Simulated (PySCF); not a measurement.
# Computed records: BClH₃OSi, C₂H₆AlN, CH₆BNSi, BH₃NOSi and others

Calculation on a computer-drawn molecule: the log of a Hartree-Fock and frozen-core CCSD(T) single point meant for a local Hartree-Fock minimum, with one planted fault or none, to be diagnosed. Offsets are logged minus clean, where the clean run is the same molecule without the fault. The reference is restricted for singlets and unrestricted otherwise, and also for a bond in bohr or an excited solution. Adding or removing an electron swaps singlet and doublet. The excited solution moves the top pair (singlet) or top alpha electron (doublet) to the lowest empty orbital. Highest occupied and lowest empty are orbital energies over both spins, largest force is the largest gradient component, triples share is (T) over the correlation energy, the T1 limit is 0.02 restricted and 0.045 unrestricted, electrons count all cores, a negative frequency is imaginary (commonest isotopes), and the dipole is about the centre of nuclear charge. Program: PySCF 2.14.0.

Common to all runs: meant basis cc-pV(D+d)Z; logged SCF converged yes; possible faults no fault, one electron removed, one electron added, multiplicity raised by two, geometry at a saddle point, SCF held on an excited solution, minimal basis STO-3G, one bond length entered in bohr, all coordinates scaled.

(1) 
```xyz
7
formula=BClH3OSi meant_charge=1 meant_multiplicity=1 logged_electrons=47 logged_basis_functions=89 logged_spin_squared=0.7724 logged_highest_occupied=-6.084 logged_lowest_empty=2.3914 logged_largest_force=0.096539 logged_T1_diagnostic=0.01486 logged_D1_diagnostic=0.047788 logged_triples_share=0.024427 logged_CC_converged=yes logged_dipole_magnitude=1.4336 logged_SCF_stable_within_its_kind=yes logged_energy_HF=-849.76141 logged_energy_CCSD(T)=-850.29754 planted_fault=one_electron_added HF_energy_offset_from_clean_run=-122 CCSD(T)_energy_offset_from_clean_run=-127.8
B     -0.0356     1.6614    -1.8177
O     -0.5860     1.4340    -0.5347
Si    -1.0807     1.1224     0.8906
Cl     0.0208     0.0916     2.1294
H      0.6141     2.6452    -1.9414
H     -0.2815     0.8479    -2.6442
H     -2.3814     1.6046     1.3090
```

Units: logged_highest_occupied, logged_lowest_empty in eV; logged_largest_force in hartree/bohr; logged_dipole_magnitude in debye; logged_energy_HF, logged_energy_CCSD(T) in hartree; HF_energy_offset_from_clean_run, CCSD(T)_energy_offset_from_clean_run in kcal/mol.

Drawn bonds:
| atom | other atom | order |
| --- | --- | --- |
| 1 | 2 | 1 |
| 2 | 3 | 1 |
| 3 | 4 | 1 |
| 1 | 5 | 1 |
| 1 | 6 | 1 |
| 3 | 7 | 1 |

(2) 
```xyz
10
formula=C2H6AlN meant_charge=0 meant_multiplicity=1 logged_electrons=39 logged_basis_functions=95 logged_spin_squared=0.7971 logged_highest_occupied=0.76513 logged_lowest_empty=7.5076 logged_largest_force=0.015742 logged_T1_diagnostic=0.017166 logged_D1_diagnostic=0.072858 logged_triples_share=0.030115 logged_CC_converged=yes logged_dipole_magnitude=9.9348 logged_SCF_stable_within_its_kind=yes logged_energy_HF=-375.5267 logged_energy_CCSD(T)=-376.11335 planted_fault=one_electron_added HF_energy_offset_from_clean_run=29.7 CCSD(T)_energy_offset_from_clean_run=24.88
N      0.0113    -2.0727     1.5061
C      0.1254    -0.6511     1.1107
C      0.3409    -0.7010    -0.4017
Al     1.3454    -2.5025    -0.4489
H      0.1930    -2.2362     2.4829
H     -0.9225    -2.4122     1.3328
H      1.0124    -0.2519     1.6088
H     -0.7269    -0.0559     1.4587
H     -0.6274    -0.7967    -0.9178
H      0.8147     0.2040    -0.7948
```

Units: logged_highest_occupied, logged_lowest_empty in eV; logged_largest_force in hartree/bohr; logged_dipole_magnitude in debye; logged_energy_HF, logged_energy_CCSD(T) in hartree; HF_energy_offset_from_clean_run, CCSD(T)_energy_offset_from_clean_run in kcal/mol.

Drawn bonds:
| atom | other atom | order |
| --- | --- | --- |
| 1 | 2 | 1 |
| 2 | 3 | 1 |
| 3 | 4 | 1 |
| 1 | 5 | 1 |
| 1 | 6 | 1 |
| 2 | 7 | 1 |
| 2 | 8 | 1 |
| 3 | 9 | 1 |
| 3 | 10 | 1 |

Notes: highest electron not bound in this basis.

(3) 
```xyz
10
formula=CH6BNSi meant_charge=0 meant_multiplicity=1 logged_electrons=38 logged_basis_functions=95 logged_spin_squared=0 logged_highest_occupied=-7.9121 logged_lowest_empty=1.7425 logged_largest_force=3.738e-05 logged_lowest_frequency=105.47 logged_T1_diagnostic=0.018271 logged_D1_diagnostic=0.058131 logged_triples_share=0.030075 logged_CC_converged=yes logged_dipole_magnitude=2.312 logged_SCF_stable_within_its_kind=yes logged_energy_HF=-409.37726 logged_energy_CCSD(T)=-409.93054 planted_fault=no_fault HF_energy_offset_from_clean_run=0 CCSD(T)_energy_offset_from_clean_run=0
B     -1.0599     1.5147    -0.9230
Si    -0.9833     0.4884     0.8521
N     -0.0278    -0.8667     0.4469
C      0.6165    -1.3014    -0.7794
H     -1.9677     1.3697    -1.7029
H     -0.2811     2.3975    -1.1827
H      0.1340    -1.5149     1.1965
H      1.6982    -1.3972    -0.6512
H      0.4399    -0.5770    -1.5743
H      0.2288    -2.2668    -1.1163
```

Units: logged_highest_occupied, logged_lowest_empty in eV; logged_largest_force in hartree/bohr; logged_lowest_frequency in cm⁻¹; logged_dipole_magnitude in debye; logged_energy_HF, logged_energy_CCSD(T) in hartree; HF_energy_offset_from_clean_run, CCSD(T)_energy_offset_from_clean_run in kcal/mol.

Drawn bonds:
| atom | other atom | order |
| --- | --- | --- |
| 1 | 2 | 1 |
| 2 | 3 | 1 |
| 3 | 4 | 1 |
| 1 | 5 | 1 |
| 1 | 6 | 1 |
| 3 | 7 | 1 |
| 4 | 8 | 1 |
| 4 | 9 | 1 |
| 4 | 10 | 1 |

(4) 
```xyz
7
formula=BH3NOSi meant_charge=0 meant_multiplicity=2 logged_electrons=36 logged_basis_functions=80 logged_spin_squared=0 logged_highest_occupied=-17.319 logged_lowest_empty=-7.5243 logged_largest_force=0.082689 logged_T1_diagnostic=0.02954 logged_D1_diagnostic=0.11231 logged_triples_share=0.035139 logged_CC_converged=yes logged_dipole_magnitude=9.9556 logged_SCF_stable_within_its_kind=yes logged_energy_HF=-444.44572 logged_energy_CCSD(T)=-445.00171 planted_fault=one_electron_removed HF_energy_offset_from_clean_run=194.8 CCSD(T)_energy_offset_from_clean_run=189.4
O     -1.6002    -1.1842     2.1721
B     -0.8235    -0.3391     1.8364
N      0.0779     0.6440     1.4473
Si     0.5466     2.0793     2.3418
H      0.5562     0.4534     0.5844
H     -0.4211     2.2247     3.4490
H      0.5250     3.2502     1.4341
```

Units: logged_highest_occupied, logged_lowest_empty in eV; logged_largest_force in hartree/bohr; logged_dipole_magnitude in debye; logged_energy_HF, logged_energy_CCSD(T) in hartree; HF_energy_offset_from_clean_run, CCSD(T)_energy_offset_from_clean_run in kcal/mol.

Drawn bonds:
| atom | other atom | order |
| --- | --- | --- |
| 1 | 2 | 2 |
| 2 | 3 | 1 |
| 3 | 4 | 1 |
| 3 | 5 | 1 |
| 4 | 6 | 1 |
| 4 | 7 | 1 |

Notes: T1 above single-reference limit.

(5) 
```xyz
7
formula=AlBH3N2 meant_charge=1 meant_multiplicity=1 logged_electrons=34 logged_basis_functions=80 logged_spin_squared=0 logged_highest_occupied=-15.236 logged_lowest_empty=-3.4722 logged_largest_force=0.042729 logged_T1_diagnostic=0.018462 logged_D1_diagnostic=0.04177 logged_triples_share=0.034893 logged_CC_converged=yes logged_dipole_magnitude=2.5593 logged_SCF_stable_within_its_kind=yes logged_energy_HF=-377.0857 logged_energy_CCSD(T)=-377.5765 planted_fault=all_coordinates_scaled,by_+5.2_% HF_energy_offset_from_clean_run=13.74 CCSD(T)_energy_offset_from_clean_run=5.843
N     -0.0315     0.4157     1.0658
B      0.5074    -0.4208     0.0469
N      1.0208    -1.2173    -0.9239
Al     1.6820    -2.2457    -2.1737
H     -0.2674     1.4298     0.9020
H     -0.2252     0.0688     2.0421
H      2.2937    -3.1967    -3.3298
```

Units: logged_highest_occupied, logged_lowest_empty in eV; logged_largest_force in hartree/bohr; logged_dipole_magnitude in debye; logged_energy_HF, logged_energy_CCSD(T) in hartree; HF_energy_offset_from_clean_run, CCSD(T)_energy_offset_from_clean_run in kcal/mol.

Drawn bonds:
| atom | other atom | order |
| --- | --- | --- |
| 1 | 2 | 1 |
| 2 | 3 | 1 |
| 3 | 4 | 2 |
| 1 | 5 | 1 |
| 1 | 6 | 1 |
| 4 | 7 | 1 |

(6) 
```xyz
7
formula=BClH3NSi meant_charge=0 meant_multiplicity=1 logged_electrons=47 logged_basis_functions=89 logged_spin_squared=0.7684 logged_highest_occupied=-0.42793 logged_lowest_empty=8.2358 logged_largest_force=0.083857 logged_T1_diagnostic=0.016503 logged_D1_diagnostic=0.060673 logged_triples_share=0.030902 logged_CC_converged=yes logged_dipole_magnitude=2.0515 logged_SCF_stable_within_its_kind=yes logged_energy_HF=-829.3587 logged_energy_CCSD(T)=-829.90056 planted_fault=one_electron_added HF_energy_offset_from_clean_run=9.405 CCSD(T)_energy_offset_from_clean_run=3.965
Si    -0.6453    -0.4620    -0.6554
N     -0.4088     0.7118     0.3347
B     -0.1889     1.7491     1.2105
Cl     1.4816     2.1699     1.7393
H     -0.6702    -0.2994    -2.1147
H     -0.8809    -1.8474    -0.2290
H     -1.0630     2.4238     1.6685
```

Units: logged_highest_occupied, logged_lowest_empty in eV; logged_largest_force in hartree/bohr; logged_dipole_magnitude in debye; logged_energy_HF, logged_energy_CCSD(T) in hartree; HF_energy_offset_from_clean_run, CCSD(T)_energy_offset_from_clean_run in kcal/mol.

Drawn bonds:
| atom | other atom | order |
| --- | --- | --- |
| 1 | 2 | 2 |
| 2 | 3 | 1 |
| 3 | 4 | 1 |
| 1 | 5 | 1 |
| 1 | 6 | 1 |
| 3 | 7 | 1 |

(7) 
```xyz
9
formula=CH6OSi meant_charge=0 meant_multiplicity=1 logged_electrons=35 logged_basis_functions=81 logged_spin_squared=0.7565 logged_highest_occupied=3.2323 logged_lowest_empty=9.3266 logged_largest_force=0.059426 logged_T1_diagnostic=0.019239 logged_D1_diagnostic=0.10107 logged_triples_share=0.025121 logged_CC_converged=yes logged_dipole_magnitude=5.137 logged_SCF_stable_within_its_kind=yes logged_energy_HF=-405.04948 logged_energy_CCSD(T)=-405.55861 planted_fault=one_electron_added HF_energy_offset_from_clean_run=85.4 CCSD(T)_energy_offset_from_clean_run=71.81
C     -0.3049    -2.0499     1.9350
O     -0.0867    -1.4515     0.6867
Si    -1.2344    -0.8641    -0.3339
H     -0.9164    -2.9524     1.8439
H     -0.7988    -1.3614     2.6270
H      0.6609    -2.3276     2.3540
H     -0.5313    -0.3340    -1.5155
H     -2.1759    -1.9348    -0.7398
H     -2.0174     0.2127     0.3181
```

Units: logged_highest_occupied, logged_lowest_empty in eV; logged_largest_force in hartree/bohr; logged_dipole_magnitude in debye; logged_energy_HF, logged_energy_CCSD(T) in hartree; HF_energy_offset_from_clean_run, CCSD(T)_energy_offset_from_clean_run in kcal/mol.

Drawn bonds:
| atom | other atom | order |
| --- | --- | --- |
| 1 | 2 | 1 |
| 2 | 3 | 1 |
| 1 | 4 | 1 |
| 1 | 5 | 1 |
| 1 | 6 | 1 |
| 3 | 7 | 1 |
| 3 | 8 | 1 |
| 3 | 9 | 1 |

Notes: highest electron not bound in this basis.

(8) 
```xyz
8
formula=AlBH4NSi meant_charge=0 meant_multiplicity=2 logged_electrons=43 logged_basis_functions=94 logged_spin_squared=0.8279 logged_highest_occupied=-6.5468 logged_lowest_empty=1.4557 logged_largest_force=0.14352 logged_T1_diagnostic=0.030981 logged_D1_diagnostic=0.14762 logged_triples_share=0.030237 logged_CC_converged=yes logged_dipole_magnitude=4.1669 logged_SCF_stable_within_its_kind=yes logged_energy_HF=-612.17853 logged_energy_CCSD(T)=-612.61115 planted_fault=all_coordinates_scaled,by_-9.0_% HF_energy_offset_from_clean_run=51.31 CCSD(T)_energy_offset_from_clean_run=58.98
B      1.4126     0.1661    -2.0332
Al     0.5046    -1.0804    -0.8581
N     -1.0226    -1.1630    -0.4027
Si    -2.3634    -1.3090     0.0516
H      1.5794    -0.0754    -3.0891
H      1.9552     1.0281    -1.6284
H     -3.3031    -2.0394    -0.5678
H     -2.8597    -0.7370     1.1592
```

Units: logged_highest_occupied, logged_lowest_empty in eV; logged_largest_force in hartree/bohr; logged_dipole_magnitude in debye; logged_energy_HF, logged_energy_CCSD(T) in hartree; HF_energy_offset_from_clean_run, CCSD(T)_energy_offset_from_clean_run in kcal/mol.

Drawn bonds:
| atom | other atom | order |
| --- | --- | --- |
| 1 | 2 | 1 |
| 2 | 3 | 2 |
| 3 | 4 | 1 |
| 1 | 5 | 1 |
| 1 | 6 | 1 |
| 4 | 7 | 1 |
| 4 | 8 | 1 |

(9) 
```xyz
8
formula=BH5OSi meant_charge=0 meant_multiplicity=1 logged_electrons=32 logged_basis_functions=24 logged_spin_squared=0 logged_highest_occupied=-9.1626 logged_lowest_empty=8.6575 logged_largest_force=0.0344 logged_T1_diagnostic=0.019538 logged_D1_diagnostic=0.079371 logged_triples_share=0.030404 logged_CC_converged=yes logged_dipole_magnitude=1.8531 logged_SCF_stable_within_its_kind=yes logged_energy_HF=-386.7895 logged_energy_CCSD(T)=-386.95501 planted_fault=minimal_basis_STO-3G HF_energy_offset_from_clean_run=2935 CCSD(T)_energy_offset_from_clean_run=3096
B      0.8246     0.2435     0.9052
O      1.4031     0.3501    -0.3082
Si     2.8024     1.0137    -0.9095
H     -0.2318    -0.3218     0.9878
H      1.3623     0.7079     1.8796
H      3.5863    -0.0602    -1.5469
H      3.5814     1.6315     0.1838
H      2.4375     2.0327    -1.9109
```

Units: logged_highest_occupied, logged_lowest_empty in eV; logged_largest_force in hartree/bohr; logged_dipole_magnitude in debye; logged_energy_HF, logged_energy_CCSD(T) in hartree; HF_energy_offset_from_clean_run, CCSD(T)_energy_offset_from_clean_run in kcal/mol.

Drawn bonds:
| atom | other atom | order |
| --- | --- | --- |
| 1 | 2 | 1 |
| 2 | 3 | 1 |
| 1 | 4 | 1 |
| 1 | 5 | 1 |
| 3 | 6 | 1 |
| 3 | 7 | 1 |
| 3 | 8 | 1 |

(10) 
```xyz
8
formula=CH4AlBO meant_charge=0 meant_multiplicity=1 logged_electrons=36 logged_basis_functions=85 logged_spin_squared=0 logged_highest_occupied=-2.9623 logged_lowest_empty=-4.1929 logged_largest_force=0.18732 logged_CC_converged=no logged_dipole_magnitude=9.697 logged_SCF_stable_within_its_kind=no logged_energy_HF=-381.20455 planted_fault=SCF_held_on_an_excited_solution HF_energy_offset_from_clean_run=298.1
O     -1.7545    -3.0832     1.2948
B     -1.6427    -1.8187     0.9727
C     -1.4658    -0.4694     0.6815
Al     0.1060     0.3862     1.3309
H     -1.3727    -3.6994     0.6834
H     -2.2218     0.0719     0.1199
H      0.3814     1.9267     1.0899
H      1.1750    -0.4826     2.1223
```

Units: logged_highest_occupied, logged_lowest_empty in eV; logged_largest_force in hartree/bohr; logged_dipole_magnitude in debye; logged_energy_HF in hartree; HF_energy_offset_from_clean_run in kcal/mol.

Drawn bonds:
| atom | other atom | order |
| --- | --- | --- |
| 1 | 2 | 1 |
| 2 | 3 | 2 |
| 3 | 4 | 1 |
| 1 | 5 | 1 |
| 3 | 6 | 1 |
| 4 | 7 | 1 |
| 4 | 8 | 1 |

Notes: CCSD not converged.
